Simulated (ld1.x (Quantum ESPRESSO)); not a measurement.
**What the settings do to the TM potential of Mo**

Base potential:

ld1.x (Quantum ESPRESSO) 7.5 input, shortened:

```
&input
   title='Mo', zed=42., rel=1, dft='PZ', iswitch=3,
   config='[Kr] 4d3 5s0 5p0'
 /
 &inputp
   pseudotype=2, tm=.true., lloc=1,
   nlcc=.true., rcore=0.70
 /
3
4S  1  0   2.00   0.00  1.45  1.45  0.0
4D  3  2   3.00   0.00  2.20  2.20  0.0
4P  2  1   6.00   0.00  2.05  2.05  0.0
 &test
   configts(1)='4s2 4p6 4d3 5s0 5p0'
 /
```

Cutoffs, loose and tight: the cutoffs (Ry, on a coarse ladder) from which the occupation-weighted sum of valence levels, in a spherical-Bessel basis at the reference potential, stays within 10 and 1 mRy of its value at 400 Ry. They do not see the model core or the augmentation charge, which bear on the density cutoff. Test errors are all-electron minus pseudo excitation energies from the reference, over the configurations 4s2 4p6 4d5 5s1 5p0; 4s2 4p6 4d5 5s0 5p0; 4s2 4p6 4d4 5s0 5p0; 4s2 4p6 4d2 5s0 5p0; 4s2 4p6 4d5 5s0 5p1; 4s1 4p6 4d5 5s1 5p0; 4s2 4p6 4d4 5s2 5p0 (two spin-polarised tests are not counted in the largest error). A dash means not determined; rows that change the core or the reference have their own tests.

| change | outcome | cutoff, loose | cutoff, tight | bound ghosts | largest test error (meV) |
| --- | --- | --- | --- | --- | --- |
| base | generated | 70 Ry | 120 Ry | none | +574 |
| all radii but the core radius scaled by about 0.76 (s 1.10, p 1.56, d 1.66 bohr) | generated | 100 Ry | 180 Ry | none | +153 |
| all radii but the core radius scaled by about 0.91 (s 1.32, p 1.86, d 2.00 bohr) | generated | 80 Ry | 140 Ry | none | +402 |
| all radii but the core radius scaled by about 1.16 (s 1.68, p 2.38, d 2.56 bohr) | generated | 50 Ry | 70 Ry | none | +930 |
| all radii but the core radius scaled by about 1.35 (s 1.96, p 2.78, d 2.98 bohr) | generated | 30 Ry | 50 Ry | none | +1451 |

Q: What comes out with this change to the base: all radii but the core radius scaled by about 1.28 (s 1.86, p 2.62, d 2.80 bohr)?

A: outcome: generated; cutoff, loose: 30 Ry; cutoff, tight: 55 Ry; bound ghosts: none; largest test error (meV): +1243.

Reading the sweep of the scale of all radii but the core radius (base = 1) (base included, trends over the rows without a ghost): The loose cutoff falls from 100 Ry at 0.76 to 30 Ry at 1.35. A larger radius leaves more room for a smooth pseudo-wave, so fewer plane waves are needed; a smaller one forces it to follow the all-electron wave where it bends sharply. The median size of the test errors (rows with all tests solved) is not monotonic: lowest 49.0 meV at 0.76, highest 134.2 meV at 1.
